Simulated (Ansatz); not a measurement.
Start from `[CH3][Ti]([F])([F])[Cl]` and change one atom or group to get `[F][Ti]([F])([Cl])[I]`.

Ansatz, PBE0-D4/def2-TZVP geometries, multiplicity 1. 

Elements past krypton have def2 core potentials. Scalar relativity is left out up to krypton.

```csv
property,`[CH3][Ti]([F])([F])[Cl]`
HOMO energy (ωB97M-V/def2-TZVPP) / eV,-11.30
HOMO–LUMO gap (PBE0/def2-TZVPP) / eV,6.09
LUMO energy (ωB97M-V/def2-TZVPP) / eV,-0.54
size of the dipole moment (PBE/def2-TZVPP) / D,1.36
HOMO–LUMO gap (ωB97M-V/def2-TZVPP) / eV,10.76
LUMO energy (PBE/def2-TZVPP) / eV,-3.88
```

Q: What does the change do to each property? (Estimate.)

A: Computed: 
```tsv
property	`[F][Ti]([F])([Cl])[I]`	shift
HOMO energy (ωB97M-V/def2-TZVPP) / eV	-10.49	0.81
HOMO–LUMO gap (PBE0/def2-TZVPP) / eV	4.84	-1.25
LUMO energy (ωB97M-V/def2-TZVPP) / eV	-1.53	-0.99
size of the dipole moment (PBE/def2-TZVPP) / D	0.61	-0.75
HOMO–LUMO gap (ωB97M-V/def2-TZVPP) / eV	8.96	-1.80
LUMO energy (PBE/def2-TZVPP) / eV	-4.38	-0.50
```

With PBE0 the HOMO rises by 0.48 eV and the LUMO falls by 0.78 eV, so the gap narrows by about 1.26 eV. PBE moves the HOMO by 0.09 eV and ωB97M-V by 0.81 eV. The zero-point energy changes by -88.6 kJ/mol with -9 modes. Dipoles are sizes alone; their direction can turn.

Spin–orbit coupling is left out; it splits and shifts lone-pair levels of the heavy atoms by tenths of an eV.
